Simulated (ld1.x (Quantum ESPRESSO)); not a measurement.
rhenium: PAW pseudisation with PBE, fully relativistic reference atom.

- Element: Re (Z = 75)
- Generator: ld1.x (Quantum ESPRESSO) 7.5
- Type: PAW
- Functional: PBE
- Relativity: fully relativistic
- Frozen core: [Kr] 4d10 4f14 5s2
- Valence charge: 13
- Reference configuration: 5p6 5d4 6s0 6p0 (charge +3)
- Partial waves: 6s (bound, empty): rcut 2.15, rcutus 2.30 bohr; 6s channel at 1.95 Ry: rcut 2.15, rcutus 2.30 bohr; 5p (bound): rcut 2.00, rcutus 2.30 bohr; 6p (bound, empty): rcut 2.00, rcutus 2.30 bohr; 5d (bound): rcut 1.65, rcutus 2.30 bohr; 5d channel at -0.85 Ry: rcut 1.65, rcutus 2.30 bohr; 5f channel at 0.3 Ry: rcut 1.75, rcutus 1.90 bohr; 5f channel at 2.14 Ry: rcut 1.75, rcutus 1.90 bohr
- Local potential: all-electron potential smoothed inside 1.80 bohr (lloc = -1)
- Core correction: Bessel-smoothed model core inside 1.95 bohr
- Augmentation charge: GAUSS, radius 1.65 bohr

Open shells are filled in proportion to 2j + 1 (rel_dist='average').

What the tests gave:

| Item | Value |
| --- | --- |
| Configuration tests | test run stopped at test 1 of 7 (negative rho) |

The ghost test of this file was not conclusive.

Generation and tests took about 2.9 s on one core of a shared server CPU.
